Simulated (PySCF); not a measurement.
Sr(F)2, SMILES [F][Sr][F], PBE0/def2-SVP optimised geometry. Atoms within 1.6 Å of the plane z = 0.6 Å (x, y, z in Å): Sr1 (-0.38, -0.81, 0.00), F2 (1.74, -0.81, 0.00), F3 (-1.74, 0.81, 0.00).

Level of theory: PBE0/def2-TZVP, def2 effective core potentials past Kr (PySCF 2.14.0). The core electrons that the potentials of Sr replace are not part of the density.

Map of the Laplacian of the electron density (e/bohr⁵), clipped to [-1.50, 1.50] on the plane z = 0.6 Å:

```
|+++++++++++++++++++++++++++++++|
|+++++++++++++++++++++++++++++++|
|+++++++++++++++++++++++++++++++|
|+++++++++++++++++++++++++++++++|
|+++++++++++++++++++++++++++++++|
|+++++++++++++++++++++++++++++++|
|+++++++++++++++++++++++++++++++|
|+++++++++++++++++++++++++++++++|
|++++++++**+++++++++++++++++++++|
|++++++******+++++++++++++++++++|
|+++++***##***++++++++++++++++++|
|+++++**%@@%**++++++++++++++++++|
|+++++**%@@%**++++++++++++++++++|
|+++++**%@@#***+++++++++++++++++|
|+++++***##*******++++++++++++++|
|++++++*******##***+******++++++|
|++++++++****#********##**++++++|
|+++++++++**#+. =#***#@@%**+++++|
|+++++++++***-  :#***%@@%**+++++|
|+++++++++***+  =#***#@@%**+++++|
|++++++++++****+******##***+++++|
|++++++++++***************++++++|
|+++++++++++******++++**++++++++|
|+++++++++++++++++++++++++++++++|
|+++++++++++++++++++++++++++++++|
|+++++++++++++++++++++++++++++++|
|+++++++++++++++++++++++++++++++|
|+++++++++++++++++++++++++++++++|
|+++++++++++++++++++++++++++++++|
|+++++++++++++++++++++++++++++++|
|+++++++++++++++++++++++++++++++|
```
Scale: ten equal steps from -1.50 (start of ' ') to 1.09 (end of '@'), in the order ' .:-=+*#%@'; x runs from -4.00 to 4.00, y from -4.00 (bottom) to 4.00 (top).
